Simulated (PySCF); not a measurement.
Isomers of C6H9FO.

All values: B3LYP/def2-SVPD (PySCF) at GFN2-xTB geometries, gas phase, one conformer each. Core orbitals are frozen in the response; Δα² is half the sum of the squared differences of the principal polarisabilities.

Question: Rank by polarisability anisotropy Δα, highest first.
A. `[F:1][CH2:2][C@@H:3]1[CH:4]=[CH:5][O:6][CH2:7][CH2:8]1` with F1–C2–C3–C4 -68°, C2–C3–C4–C5 -138°, C4–C5–O6–C7 -10°, C5–O6–C7–C8 43°, O6–C7–C8–C3 -62°
B. `[CH2:1]=[C:2]([F:3])[C:4](=[O:5])[CH:6]([CH3:7])[CH3:8]` with C1–C2–C4–O5 -1°, C2–C4–C6–C7 162°
C. `[CH2:1]=[C:2]1[CH2:3][C@@H:4]([OH:5])[C@H:6]([F:7])[CH2:8]1` with C3–C4–O5–H 178°, C1–C2–C3–C4 -168°, C2–C3–C4–O5 -151°, C3–C4–C6–F7 158°, C4–C6–C8–C2 -29°
D. `[CH3:1][C@@H:2]1[CH2:3][C@@:4]1([CH3:5])[C:6](=[O:7])[F:8]` with C3–C4–C6–O7 -149°
E. `[CH3:1][O:2]/[CH:3]=[CH:4]/[CH2:5]/[CH:6]=[CH:7]\[F:8]` with C1–O2–C3–C4 0°, C3–C4–C5–C6 -112°, C4–C5–C6–C7 -120°
F. `[O:1]=[C:2]1[CH2:3][CH2:4][C@@H:5]([CH2:6][F:7])[CH2:8]1` with C4–C5–C6–F7 -177°, O1–C2–C3–C4 -171°, C2–C3–C4–C5 -27°, C3–C4–C5–C6 -84°, C4–C5–C8–C2 -29°

Answer: E (6.62 Å³), B (4.79 Å³), C (4.35 Å³), A (3.38 Å³), D (2.89 Å³), F (2.09 Å³).

Question: Rank by HOMO–LUMO gap, highest first.
A. `[CH3:1][C@@H:2]1[CH:3]=[CH:4][C@@H:5]([CH2:6][F:7])[O:8]1` with C4–C5–C6–F7 -73°
B. `[CH3:1][O:2]/[CH:3]=[CH:4]/[CH2:5]/[CH:6]=[CH:7]\[F:8]` with C1–O2–C3–C4 0°, C3–C4–C5–C6 -112°, C4–C5–C6–C7 -120°
C. `[CH2:1]=[C:2]([F:3])[C:4](=[O:5])[CH:6]([CH3:7])[CH3:8]` with C1–C2–C4–O5 -1°, C2–C4–C6–C7 162°
D. `[O:1]=[C:2]1[CH2:3][CH2:4][C@@H:5]([CH2:6][F:7])[CH2:8]1` with C4–C5–C6–F7 -177°, O1–C2–C3–C4 -171°, C2–C3–C4–C5 -27°, C3–C4–C5–C6 -84°, C4–C5–C8–C2 -29°
E. `[CH3:1][C@@H:2]1[CH2:3][C@@:4]1([CH3:5])[C:6](=[O:7])[F:8]` with C3–C4–C6–O7 -149°
F. `[CH2:1]=[C:2]1[CH2:3][C@@H:4]([OH:5])[C@H:6]([F:7])[CH2:8]1` with C3–C4–O5–H 178°, C1–C2–C3–C4 -168°, C2–C3–C4–O5 -151°, C3–C4–C6–F7 158°, C4–C6–C8–C2 -29°

Answer: E (7.51 eV), F (6.75 eV), A (6.60 eV), B (6.31 eV), D (5.99 eV), C (5.25 eV).

All values together:

| SMILES | μ (D) | HOMO (eV) | LUMO (eV) | α (Å³) | Δα (Å³) |
| --- | --- | --- | --- | --- | --- |
| C=C(F)C(=O)C(C)C | 1.37 | -7.44 | -2.19 | 11.44 | 4.79 |
| F[C@@H]1C[C@H]2CC[C@@H]1O2 | 2.93 | -7.49 | 0.27 | 10.16 | 1.28 |
| C[C@@H]1C=C[C@@H](CF)O1 | 2.09 | -6.91 | -0.31 | 11.10 | 4.17 |
| C=C1C[C@@H](O)[C@H](F)C1 | 0.79 | -7.10 | -0.35 | 11.11 | 4.35 |
| O=C1CC[C@@H](CF)C1 | 3.57 | -7.05 | -1.06 | 10.54 | 2.09 |
| CO/C=C/C/C=C\F | 1.27 | -6.38 | -0.07 | 12.11 | 6.62 |
| CCO[C@@H]1C/C1=C/F | 0.90 | -7.26 | -0.33 | 11.62 | 3.58 |
| FC[C@@H]1C=COCC1 | 1.97 | -6.38 | 0.09 | 10.94 | 3.38 |
| C[C@@H]1C[C@@]1(C)C(=O)F | 3.83 | -8.23 | -0.72 | 10.87 | 2.89 |

Conformers: `[CH2:1]=[C:2]([F:3])[C:4](=[O:5])[CH:6]([CH3:7])[CH3:8]` with C1–C2–C4–O5 -1°, C2–C4–C6–C7 162°; `[CH3:1][C@@H:2]1[CH:3]=[CH:4][C@@H:5]([CH2:6][F:7])[O:8]1` with C4–C5–C6–F7 -73°; `[CH2:1]=[C:2]1[CH2:3][C@@H:4]([OH:5])[C@H:6]([F:7])[CH2:8]1` with C3–C4–O5–H 178°, C1–C2–C3–C4 -168°, C2–C3–C4–O5 -151°, C3–C4–C6–F7 158°, C4–C6–C8–C2 -29°; `[O:1]=[C:2]1[CH2:3][CH2:4][C@@H:5]([CH2:6][F:7])[CH2:8]1` with C4–C5–C6–F7 -177°, O1–C2–C3–C4 -171°, C2–C3–C4–C5 -27°, C3–C4–C5–C6 -84°, C4–C5–C8–C2 -29°; `[CH3:1][O:2]/[CH:3]=[CH:4]/[CH2:5]/[CH:6]=[CH:7]\[F:8]` with C1–O2–C3–C4 0°, C3–C4–C5–C6 -112°, C4–C5–C6–C7 -120°; `[CH3:1][CH2:2][O:3][C@@H:4]1[CH2:5]/[C:6]1=[CH:7]/[F:8]` with C1–C2–O3–C4 179°, C2–O3–C4–C5 148°; `[F:1][CH2:2][C@@H:3]1[CH:4]=[CH:5][O:6][CH2:7][CH2:8]1` with F1–C2–C3–C4 -68°, C2–C3–C4–C5 -138°, C4–C5–O6–C7 -10°, C5–O6–C7–C8 43°, O6–C7–C8–C3 -62°; `[CH3:1][C@@H:2]1[CH2:3][C@@:4]1([CH3:5])[C:6](=[O:7])[F:8]` with C3–C4–C6–O7 -149°.
